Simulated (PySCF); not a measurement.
## MgHg and its ions

RHF-CCSD(T); Mg def2-SVP, Hg def2-SVP with ECP60; scalar-relativistic core potentials (PySCF 2.14). Neutral (RHF): singlet (closed shell), Re = 4.148 Å, ωe = 29.8 cm⁻¹, De = 0.04 eV.

MgHg⁺ (UHF): doublet (σ ↑), Re = 2.913 Å, ωe = 159 cm⁻¹, De = 0.60 eV to Mg⁺ + Hg. The energies at the minima are -352.47593 hartree for MgHg and -352.22232 for MgHg⁺.

Work out the adiabatic ionisation energy, without and with harmonic zero-point energies (1 hartree = 27.2114 eV, 1 eV = 8065.5 cm⁻¹), and the change of the bond length.

At CCSD(T): 0.25361 hartree = 6.901 eV between the minima; the zero-point term (159.0 − 29.8)/2 cm⁻¹ = +0.008 eV makes it 6.909 eV. Re changes by -123.5 pm against the neutral. The electron leaves a σ orbital, and the shorter bond of the ion fits an antibonding orbital, or a change in how ionic the bond is.

Correlated steps freeze 1 core orbital. Weak bonds: MgHg. Basis-set superposition, not corrected here, can be much of De in a small basis, most of all at correlated wavefunction levels. Spin–orbit coupling is left out. For an ion De counts to the pair picked by the measured ionisation energies or electron affinities, which need not be the lowest pair at this level. States were picked by a PBE0 search and need not be the measured ground states.

Neutral and ion stand on different kinds of reference determinant, which adds to the error of the difference.
